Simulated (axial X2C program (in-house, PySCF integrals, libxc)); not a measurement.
## What spin–orbit coupling does to GaO⁻

All values were computed with an in-house all-electron X2C program for linear molecules (integrals from PySCF). Spin-free means the one-electron spin-free X2C Hamiltonian; two-component (2c) means X2C with spin–orbit coupling and atomic mean-field two-electron Coulomb and Gaunt terms, so the difference of the two also holds small scalar two-electron terms. Basis: Ga dyall-acv3z [10s10p8d5f1g], O dyall-av3z [7s6p3d2f] (cores contracted in-house); Gaussian nuclei, density fitting, unrestricted open shells. Masses: Ga 68.926 u, O 15.995 u.

Spin-free state: M_S = 0, Λ = 0 (closed shell); fragments Ga + O- for PBE0, MP2, CCSD, CCSD(T), r2SCAN; Ga- + O for HF.

| level | Re (Å) | ωe (cm⁻¹) | De (eV) | μ (D) |
| --- | --- | --- | --- | --- |
| PBE0 | 1.703 | 822.1 | 5.158 | -2.97 |
| HF | 1.681 | 901.8 | n/a | -3.35 |
| MP2 | 1.746 | 755.3 | 5.926 | n/a |
| CCSD | 1.718 | 819.4 | 5.133 | n/a |
| CCSD(T) | 1.733 | 782.0 | 5.397 | n/a |
| r2SCAN | 1.706 | 812.2 | 5.404 | -2.71 |

Correlated methods: 10 electrons correlated (number of frozen shells: Ga 3 s, 2 p, 1 d; O 1 s), 290 virtual spin orbitals or spinors in MP2, 88 natural virtuals in coupled cluster.

Dipoles are positive if O is the positive end and refer to the centre of mass.

Two-component determinant lowest at the distance of the search:

Ω = 0 (closed shell); fragments Ga + O- for PBE0, MP2, CCSD, CCSD(T), r2SCAN; Ga- + O for HF.

| level | Re (Å) | ωe (cm⁻¹) | De (eV) | μ (D) |
| --- | --- | --- | --- | --- |
| PBE0 | 1.704 | 821.8 | n/a | -2.97 |
| HF | 1.681 | 901.5 | n/a | -3.35 |
| MP2 | 1.746 | 755.1 | 5.871 | n/a |
| CCSD | 1.719 | 819.4 | 5.077 | n/a |
| CCSD(T) | 1.733 | 781.9 | 5.341 | n/a |
| r2SCAN | 1.707 | 811.9 | n/a | -2.71 |

(1) From the two tables, how do the constants change at the CCSD(T) level (2c against spin-free)?

The state is a single determinant with fixed occupations, the lowest that a limited PBE0 search found. The closed shell is kept restricted, so the energy runs too high when the bond is stretched far. Dissociation energies refer to the lowest single-determinant-based atoms at the same level and basis. De is not given where an atomic determinant may have missed its ground term or J level, or where the truncated virtual space spoils (T). CCSD and (T) use frozen natural virtuals with an MP2 correction for the truncation; (T) itself is uncorrected, so its De runs slightly low. Without a current term, density functionals place determinants with orbital angular momentum somewhat too high. The highest occupied level of some functionals is positive through self-interaction error; at Hartree–Fock it is bound. The T1 diagnostic is large, a sign of multireference character. With the outer-core shells frozen, correlated bond lengths of heavy atoms tend to come out a few hundredths of an ångström too long.

Answers

(1) At the CCSD(T) level Re is unchanged within 0.001 Å and ωe doesn't move by more than 0.2 cm⁻¹; De changes by -0.056 eV.
